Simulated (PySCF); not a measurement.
## State search for ZnPb

Unrestricted PBE0; Zn def2-SVP, Pb def2-SVP with ECP60; scalar-relativistic core potentials (PySCF 2.14). Outer shells of the fragments: Zn 3d10 4s2; Pb 5d10 6s2 6p2.

Followed along the bond (rough minima from three points):

| 2Ms+1 | unpaired | ⟨S²⟩ at the start | R at minimum (Å) | Te (eV) |
| --- | --- | --- | --- | --- |
| 3 | π ↑↑ | 2.02 | 2.72 | 0.00 |
| 1 | π ↑↓ | 1.00 | 2.71 | 0.28 |
| 3 | σ ↑, π ↑ | 2.01 | 3.08 | 0.48 |
| 1 | σ ↓, π ↑ | 1.01 | 2.99 | 0.68 |
| 1 | none | 0.00 | 2.68 | 0.96 |

Solutions found at the starting distance of 2.585 Å, counted from the lowest of them; the search is not exhaustive and high or unbound solutions are not listed, so other states can lie among these:

```csv
2Ms+1,unpaired,term,E (eV),⟨S²⟩,⟨Lz²⟩,μ (D)
3,π ↑↑,³Σ⁻,0.00,2.02,0.00,-2.39
1,π ↑↓,mixed,0.27,1.00,2.01,-2.36
3,"σ ↑, π ↑",³Π,0.74,2.01,1.00,0.35
1,"σ ↓, π ↑",mixed,0.88,1.01,1.00,0.19
1,none,mixed,0.96,0.00,2.00,-2.24
3,"σ ↑↑, π ↑↓",mixed,2.91,3.01,2.01,-2.62
1,"σ ↓↓, π ↑↑",mixed,3.05,2.01,0.00,-3.01
3,"σ ↑, π ↑",³Π,3.61,2.03,1.02,-4.40
1,"σ ↓, π ↑",mixed,3.81,1.07,1.00,-4.47
```

A term symbol is given only where ⟨S²⟩ and ⟨Lz²⟩ are close to those of a pure state; real π, δ and φ orbitals otherwise mix terms. A positive dipole means Zn(−)Pb(+).

Spin–orbit coupling is left out, which matters for elements this heavy, above all for dissociation energies. Counting both spins, an empty level lies below a filled one in some of these solutions, because spin and occupation are held.
